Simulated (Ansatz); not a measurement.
A calculation with Ansatz (development build ahead of 0.2.0).

```yaml
crystal:
  periodic: [false, false, false]
  atoms:
    - { symbol: Be, position_ang: [0.0, 0.0, 0.0] }
    - { symbol: "N", position_ang: [0.0, 2.4198, 0.0] }
    - { symbol: Al, position_ang: [0.0, -3.1443, 0.0] }
basis:
  gaussian: { orbitals: pcseg-2 }
magnetization:
  spin_polarized: true
  initial_magnetization: 2
hamiltonian:
  xc: pbe0
```

The input is written out in the form of the current development build from the run's settings.

Results

```json
{
 "Converged": "yes",
 "Total energy": "-311.48942 hartree",
 "Spin squared of the determinant": "2.165",
 "Stability test": "minimum"
}
```

Caution: the unrestricted determinant is spin contaminated; other spin multiplicities may lie lower.
